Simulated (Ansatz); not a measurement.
A run for Ansatz (a first-principles code): R-SVWN5/def2-TZVPP on HIOSi (SMILES O[Si]I), a point of a torsion scan. Elements past Kr take the def2 small-core potentials; no spin–orbit coupling.

Ansatz 0.2 input:
```yaml
crystal:
  periodic: [false, false, false]
  atoms:
    - {symbol: O, position_ang: [-0.97742181, 0.17967876, 0.29134167]}
    - {symbol: Si, position_ang: [0.25102493, 1.02359740, -0.36012708]}
    - {symbol: I, position_ang: [1.09528553, 2.02475859, 1.76501946]}
    - {symbol: H, position_ang: [-1.35673477, -0.63618185, -0.01295086]}
basis:
  gaussian:
    orbitals: def2-TZVPP
hamiltonian:
  xc: {name: SVWN5}
scf: {lower_state_search: off}
```

Task: Predict the final total energy.

Result: -661.0365 hartree.
